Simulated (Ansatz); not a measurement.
Mulliken charges of Br₃HOTi, SMILES `[OH][Ti]([Br])([Br])[Br]` from ωB97M-V/def2-TZVPP in Ansatz (PBE0-D4/def2-TZVP geometry).

```tsv
atom	x (Å)	y (Å)	z (Å)	charge (e)
O1	-0.645	0.431	1.164	-0.431
Ti2	0.230	-0.170	-0.216	0.546
Br3	1.988	-1.529	0.499	-0.102
Br4	-1.226	-1.387	-1.573	-0.104
Br5	1.057	1.635	-1.441	-0.104
H6	-1.361	0.957	1.521	0.196
```

Question: By hand: the dipole of these point charges (1 e Å = 4.8032 D).

Answer: Σ q r = (-0.048, 0.039, -0.059) e Å, of length 0.085 e Å = 0.41 D.

Question: How does the dipole of the full density compare? (Estimate.)

Answer: The calculation gave: (-0.360, 0.259, 0.309) e Å, 2.60 D; the point charges give 0.16 times that, at 79° from its direction.

Point charges leave out the atoms' own dipoles, such as those of lone pairs, and Mulliken's split depends on the basis, so the two needn't agree.
